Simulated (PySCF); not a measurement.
Static response to an electric field

Species: C2H11GeNSi.
Geometry (PBE0-D3(BJ)/def2-SVP, Å), atoms numbered from 1 in this order:
```xyz
16
C2H11GeNSi angstrom
C     -2.0639    0.3186   -0.3510
C     -1.3347   -0.3079    0.8297
Ge     0.2062   -1.3868    0.2919
N      1.3536   -0.3466   -0.7140
Si     2.1165    1.1305   -0.2342
H     -1.3761    0.9138   -0.9724
H     -2.8765    0.9860   -0.0231
H     -2.5113   -0.4479   -1.0039
H     -0.9546    0.4692    1.5146
H     -2.0060   -0.9440    1.4305
H      0.9416   -1.9357    1.5344
H     -0.2078   -2.5504   -0.6340
H      1.4998   -0.6730   -1.6636
H      1.8896    1.2762    1.2372
H      1.5573    2.3488   -0.9091
H      3.5895    1.1260   -0.5066
```

Level: PBE0/def2-SVPD (PySCF), static field, nuclei fixed, core orbitals frozen in the response. The polarisability tensor in these axes (au):

```
x   98.37  2.84 -1.41
y    2.84 92.94 -3.04
z   -1.41 -3.04 82.44
```

What are the eigenvalues, a third of the trace, and Δα (Δα² = ½Σ(αi − αj)² over the three pairs)?

Principal values 81.60, 92.20 and 99.95 au; mean 91.25 au = 13.52 Å³ = 15.04 × 10⁻⁴⁰ C²·m²/J; Δα = 15.95 au (17 % of the mean).

What is the dipole moment, and where does it point?

(-0.89, -0.43, -0.39) D, 1.06 D in size, pointing from the negative to the positive side. Measured along this direction, the outermost atoms are H16 at the negative end and H8 at the positive end.

In TDDFT the mean static polarisability is Σ f/ω² over all singlet excitations (ω in hartree). How much of it do the 10 lowest give? Their energies (eV) and oscillator strengths: 5.77, 0.0065; 6.54, 0.0276; 6.95, 0.0094; 7.10, 0.0104; 7.19, 0.0459; 7.25, 0.0194; 7.46, 0.0040; 7.62, 0.0121; 7.68, 0.0104; 7.88, 0.0132.

They add up to 2.35 au, 2.6 % of the 91.25 au; the largest single term is 0.66 au, from the state at 7.19 eV. Terms in order: 0.14, 0.48, 0.14, 0.15, 0.66, 0.27, 0.05, 0.15, 0.13, 0.16 au. Higher excitations give the rest. The strengths listed sum to 0.159.

Traceless (Buckingham) quadrupole moment about the centre of nuclear charge: eigenvalues?

-2.69, -2.04, 4.73 D·Å. The values depend on the origin, since the dipole doesn't vanish. The electronic extent ⟨r²⟩ about the same centre is 1072 bohr², a root-mean-square distance of 1.99 Å for the 76 electrons.

Find the Langevin capture rate constant for O2+ (31.990 u) meeting this molecule (150.987 u), k = 2.342 × 10⁻⁹ cm³/s × √(α in Å³ / reduced mass in u).

The reduced mass is 26.40 u, so k = 1.68 × 10⁻⁹ cm³/s. The formula leaves out the permanent dipole, which adds to the capture rate.

What depolarisation ratio follows for Rayleigh scattering of linearly polarised light, taking the static tensor?

ρ = 3Δα²/(45ᾱ² + 4Δα²) = 763.1/(374691 + 1017.5) = 0.00203.

What would n − 1 = 2πNα be for an ideal gas of these molecules at 400 K and 1 atm, electronic part alone?

N = p/kT = 1.8347 × 10¹⁹ cm⁻³, so n − 1 = 2π × N × 13.52 × 10⁻²⁴ cm³ = 1559 × 10⁻⁶ at long wavelengths, for an ideal gas.

Isolated species at its PBE0-D3(BJ)/def2-SVP geometry (one conformer only). The calculation is non-relativistic, for germanium too.
